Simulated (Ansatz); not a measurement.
The cluster ZnSn₁₂⁺, relaxed as a doublet with UKS PBE-D4/def2-SVP in Ansatz, starting from the GFN1-xTB geometry. Force threshold 0.03 eV/Å.

In the def2 sets Sn takes a core potential; there is no spin–orbit coupling. Another isomer (doublet) lies 0.25 eV lower at PBE0-D4/def2-TZVP; other spin states weren't run for this one.

Start:

```xyz
13

Zn   -1.5679   -0.7345   -3.1495
Sn   -0.4527    2.0566   -0.8142
Sn   -2.2985    1.6571    1.4244
Sn   -3.7333   -0.7539    0.8145
Sn    3.0512   -1.0535   -0.1526
Sn   -2.9374    0.7872   -1.5128
Sn    0.8286   -0.3155   -2.0607
Sn    1.1981   -1.7017    2.1546
Sn    0.5035    1.2197    1.9045
Sn    0.7619   -2.8457   -0.5542
Sn    3.2376    0.6079    2.1691
Sn    2.3735    1.8465   -0.4880
Sn   -0.9648   -0.7703    0.2650
```

```json
{"step": "1", "energy (eV)": "-118391.9460", "largest force component (eV/Å)": "1.586", "SCF passes": "53"}
{"step": "2", "energy (eV)": "-118393.0806", "largest force component (eV/Å)": "0.314", "SCF passes": "46"}
{"step": "3", "energy (eV)": "-118393.1868", "largest force component (eV/Å)": "0.218", "SCF passes": "42"}
{"step": "4", "energy (eV)": "-118393.2686", "largest force component (eV/Å)": "0.211", "SCF passes": "42"}
{"step": "5", "energy (eV)": "-118393.3753", "largest force component (eV/Å)": "0.269", "SCF passes": "39"}
{"step": "6", "energy (eV)": "-118393.5229", "largest force component (eV/Å)": "0.347", "SCF passes": "34"}
{"step": "7", "energy (eV)": "-118393.6961", "largest force component (eV/Å)": "0.358", "SCF passes": "34"}
{"step": "8", "energy (eV)": "-118393.8434", "largest force component (eV/Å)": "0.184", "SCF passes": "35"}
{"step": "9", "energy (eV)": "-118393.8966", "largest force component (eV/Å)": "0.138", "SCF passes": "34"}
{"step": "10", "energy (eV)": "-118393.9095", "largest force component (eV/Å)": "0.074", "SCF passes": "30"}
{"step": "11", "energy (eV)": "-118393.9132", "largest force component (eV/Å)": "0.037", "SCF passes": "28"}
{"step": "12", "energy (eV)": "-118393.9163", "largest force component (eV/Å)": "0.053", "SCF passes": "28"}
{"step": "13", "energy (eV)": "-118393.9419", "largest force component (eV/Å)": "0.155", "SCF passes": "32"}
{"step": "14", "energy (eV)": "-118393.9919", "largest force component (eV/Å)": "0.142", "SCF passes": "32"}
{"step": "15", "energy (eV)": "-118394.0304", "largest force component (eV/Å)": "0.264", "SCF passes": "35"}
{"step": "16", "energy (eV)": "-118394.0541", "largest force component (eV/Å)": "0.050", "SCF passes": "28"}
{"step": "17 (rejected)", "energy (eV)": "-118394.0411", "largest force component (eV/Å)": "0.269", "SCF passes": "32"}
{"step": "18", "energy (eV)": "-118394.0649", "largest force component (eV/Å)": "0.073", "SCF passes": "27"}
{"step": "19 (rejected)", "energy (eV)": "-118394.0530", "largest force component (eV/Å)": "0.279", "SCF passes": "32"}
{"step": "20", "energy (eV)": "-118394.0705", "largest force component (eV/Å)": "0.078", "SCF passes": "27"}
{"step": "21 (rejected)", "energy (eV)": "-118394.0674", "largest force component (eV/Å)": "0.143", "SCF passes": "28"}
{"step": "22", "energy (eV)": "-118394.0724", "largest force component (eV/Å)": "0.014", "SCF passes": "27"}
```

Force components are those of the run's own axes.

End:

| atom | x (Å) | y (Å) | z (Å) |
| --- | --- | --- | --- |
| Zn1 | -1.3458 | -0.8706 | -1.6254 |
| Sn2 | -0.4161 | 1.7130 | -0.6878 |
| Sn3 | -2.8102 | 1.6802 | 1.2452 |
| Sn4 | -3.7851 | -1.0597 | -0.1759 |
| Sn5 | 3.0804 | -1.1597 | -0.4699 |
| Sn6 | -3.1607 | 1.2966 | -1.9468 |
| Sn7 | 1.1537 | -0.2174 | -2.6172 |
| Sn8 | 1.4647 | -1.9062 | 2.2542 |
| Sn9 | 0.5525 | 1.5567 | 2.2607 |
| Sn10 | 0.4912 | -2.7290 | -0.7266 |
| Sn11 | 3.3756 | 0.5460 | 1.9174 |
| Sn12 | 2.5056 | 2.0306 | -0.6958 |
| Sn13 | -1.1059 | -0.8805 | 1.2680 |

Bonds lost: Sn3–Sn9, Sn6–Sn13, Sn7–Sn13, Sn8–Sn9, Sn9–Sn12 (atoms count from 1). Bonds formed: Zn1–Sn2, Zn1–Sn4, Zn1–Sn10, Zn1–Sn13 (atoms count from 1).

No frequencies were taken in this run, so the end may be a saddle point.

Hardware: 2 threads of AMD EPYC 7R13 on a shared host and a share (18 GiB) of an NVIDIA H100 80GB HBM3. Wall time 90 s, peak host memory 1.1 GiB.
